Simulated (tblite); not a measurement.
C₄H₇F₂O (doublet state).
Numbering: `[CH3:1][O:2][C@:3]([CH3:4])([F:5])[CH:6][F:7]` (hydrogens: H8, H9, H10 on C1; H11, H12, H13 on C4; H14 on C6)

Computed with GFN2-xTB (tblite), gas phase: L-BFGS steps from a force-field or distance-geometry start until the largest atomic force falls under 0.01 eV/Å.

Step 5: E = -696.0886 eV
```
atom  x, y, z in Å  |  force x, y, z in eV/Å
C1      1.9497   -0.3628   -0.1440    0.002   0.011  -0.007
O2      0.9035    0.2501    0.5986    0.060   0.015  -0.043
C3     -0.3305    0.3232   -0.0370    0.080   0.098  -0.258
C4     -1.1517   -0.9624    0.0431    0.057   0.129   0.016
F5     -0.0714    0.5706   -1.4272   -0.133  -0.047   0.127
C6     -1.0314    1.5235    0.4797    0.012  -0.067   0.062
F7     -2.3474    1.4863    0.6949    0.020  -0.033  -0.003
H8      2.2392    0.2767   -0.9811    0.048  -0.021  -0.023
H9      1.6617   -1.3434   -0.5294   -0.025  -0.016   0.037
H10     2.7900   -0.4720    0.5376   -0.080   0.036   0.070
H11    -2.0960   -0.8338   -0.4811    0.058   0.004   0.023
H12    -1.3366   -1.1772    1.0928   -0.019  -0.049  -0.052
H13    -0.5950   -1.7804   -0.4113   -0.070   0.058   0.049
H14    -0.5849    2.5012    0.5423   -0.008  -0.117   0.002
```

Step 6: E = -696.0931 eV
```
atom  x, y, z in Å  |  force x, y, z in eV/Å
C1      1.9487   -0.3619   -0.1440    0.026  -0.001  -0.023
O2      0.9045    0.2548    0.5948    0.054   0.005  -0.058
C3     -0.3287    0.3244   -0.0419    0.032   0.057  -0.118
C4     -1.1499   -0.9608    0.0440    0.023   0.088   0.015
F5     -0.0811    0.5707   -1.4251   -0.064  -0.031  -0.006
C6     -1.0274    1.5210    0.4833   -0.014  -0.049   0.063
F7     -2.3437    1.4756    0.6925   -0.010   0.021   0.017
H8      2.2414    0.2722   -0.9842    0.059  -0.003  -0.007
H9      1.6610   -1.3426   -0.5305   -0.025  -0.020   0.066
H10     2.7818   -0.4676    0.5461   -0.036   0.013   0.035
H11    -2.0946   -0.8294   -0.4803    0.071  -0.009   0.024
H12    -1.3394   -1.1761    1.0942    0.016  -0.037  -0.097
H13    -0.5939   -1.7789   -0.4132   -0.092   0.069   0.076
H14    -0.5793    2.4980    0.5421   -0.041  -0.102   0.012
```

**Question.** Estimate the geometry and energy of step 7. (The exact step hangs on the optimiser's Hessian estimate; all steps are aligned on step 6, rigid shifts and turns removed.)

**Answer.** E = -696.0952 eV, largest force 0.113 eV/Å
```
atom  x, y, z in Å  |  force x, y, z in eV/Å
C1      1.9487   -0.3616   -0.1444    0.033  -0.009  -0.027
O2      0.9059    0.2571    0.5919    0.029   0.019  -0.066
C3     -0.3272    0.3261   -0.0468   -0.007   0.010   0.018
C4     -1.1485   -0.9579    0.0445   -0.001   0.042   0.006
F5     -0.0867    0.5701   -1.4239   -0.017  -0.007  -0.111
C6     -1.0259    1.5187    0.4861   -0.025  -0.037   0.057
F7     -2.3424    1.4713    0.6918   -0.024   0.033   0.024
H8      2.2435    0.2702   -0.9857    0.065  -0.002  -0.005
H9      1.6601   -1.3427   -0.5296   -0.019  -0.021   0.070
H10     2.7775   -0.4654    0.5505   -0.005   0.001   0.020
H11    -2.0927   -0.8276   -0.4795    0.048   0.000   0.009
H12    -1.3404   -1.1765    1.0931    0.030  -0.016  -0.078
H13    -0.5952   -1.7769   -0.4125   -0.068   0.046   0.062
H14    -0.5776    2.4946    0.5423   -0.040  -0.060   0.021
```

The energy changes by -0.0022 eV. The first-order estimate −F·Δx gives -0.0032 eV and the mean of the old and new forces, exact on a quadratic surface, -0.0022 eV. The step makes an angle of 47° with the force vector and moves no atom by more than 0.007 Å.

The cost below is that of the whole relaxation. On an Arm Neoverse V2 with one thread, on a shared host, this took 0.26 s.
